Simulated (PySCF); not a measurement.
SbF₅, SMILES [F][Sb]([F])([F])([F])[F].

Geometry: B3LYP-D3(BJ)/def2-SVP. The isomer is the one that the SMILES or the coordinates give; other isomers of the formula were not compared. The def2 effective core potentials stand for the cores of Sb; spin–orbit coupling is left out.

The numbers are results of PBE/def2-TZVP (PySCF), not measurements.

Symmetry labels are those of the subgroup C2v that the program uses (full group D3h).

List the valence orbital energies around the gap with their symmetry. (An estimate is asked for; the answer gives what the named calculation found.)


| orbital | symmetry | energy (eV) |
|---|---|---|
| HOMO−7 | B1 | -11.21 |
| HOMO−6 | A1 | -11.20 |
| HOMO−5 | B1 | -11.01 |
| HOMO−4 | B2 | -10.85 |
| HOMO−3 | A1 | -10.61 |
| HOMO−2 | B1 | -10.61 |
| HOMO−1 | A2 | -10.20 |
| HOMO | B2 | -10.20 |
| LUMO | A1 | -5.59 |
| LUMO+1 | A1 | -1.33 |
| LUMO+2 | B1 | -1.33 |
| LUMO+3 | B2 | 0.21 |
